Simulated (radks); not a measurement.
Task: These are the eigenvalues of the occupied orbitals of an atom or ion with whole-number occupations (hartree). Calculated with a radial shooting solver on a logarithmic mesh with Libxc functionals: Dirac Kohn-Sham, LDA (Slater exchange, Perdew-Wang correlation), spin-unpolarised, spherical densities, finite nucleus; Fermi nuclear charge, rms radius of each element as measured or else 0.836 A^(1/3) + 0.57 fm.

| orbital | eigenvalue |
|---|---|
| 1s1/2 | -3137.325 |
| 2s1/2 | -558.4027 |
| 2p1/2 | -536.4036 |
| 2p3/2 | -460.5822 |
| 3s1/2 | -133.4176 |
| 3p1/2 | -123.4220 |
| 3p3/2 | -106.5696 |
| 3d3/2 | -89.93134 |
| 3d5/2 | -86.32876 |
| 4s1/2 | -29.90615 |
| 4p1/2 | -25.59140 |
| 4p3/2 | -21.48459 |
| 4d3/2 | -14.40690 |
| 4d5/2 | -13.64044 |
| 5s1/2 | -5.00422 |
| 4f5/2 | -4.49197 |
| 4f7/2 | -4.32271 |
| 5p1/2 | -3.54393 |
| 5p3/2 | -2.78577 |
| 5d3/2 | -0.78126 |
| 5d5/2 | -0.69525 |
| 6s1/2 | -0.43690 |
| 6p1/2 | -0.17402 |
| 6p3/2 | -0.12180 |

Which element is it, and in what charge state? The configuration may be excited. Open shells, if any, are shared by 2j + 1.

Result: Z = 81, thallium, charge 0: Tl in [Xe] 4f14 5d9 6s2 6p2. The list shows which subshells hold electrons but not how many an open one holds; the 1s level, -3137.3 hartree, gives Z - s = 79.2 by -(Z - s)^2/2, which with screening and relativity narrows Z to a few neighbours, and the depths of the outer levels then fix element, charge and occupations together.
